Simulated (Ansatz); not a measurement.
Cl2Ga2H4O2 (`[Cl][Ga@H-]1[OH+][Ga@H-]([Cl])[OH+]1`) at its PBE0-D4/def2-TZVP geometry, where that method's forces vanish. Total charge 0; spin multiplicity 1.

```xyz
10

Cl    1.8194    1.2291   -2.0789
Ga    0.7708   -0.4227   -1.1754
O     0.9779   -0.3084    0.7520
Ga   -0.7704    0.4229    1.1753
Cl   -1.8198   -1.2269    2.0812
O    -0.9781    0.3070   -0.7520
H     0.8210   -1.8678   -1.7245
H     1.2182   -1.1099    1.2245
H    -0.8194    1.8689    1.7226
H    -1.2196    1.1079   -1.2248
```

Question: What forces (eV/Å) does PBE-D4/def2-TZVPP give on these atoms in Ansatz 0.2.0? (Best estimate.)

Answer: Ansatz gave: 
```
Cl1  0.130  0.195 -0.108
Ga2  0.132 -0.244 -0.254
O3   0.241  0.301  0.033
Ga4 -0.132  0.245  0.254
Cl5 -0.130 -0.196  0.108
O6  -0.241 -0.301 -0.032
H7  -0.003 -0.084 -0.033
H8   0.101 -0.385  0.223
H9   0.003  0.083  0.033
H10 -0.102  0.386 -0.224
```
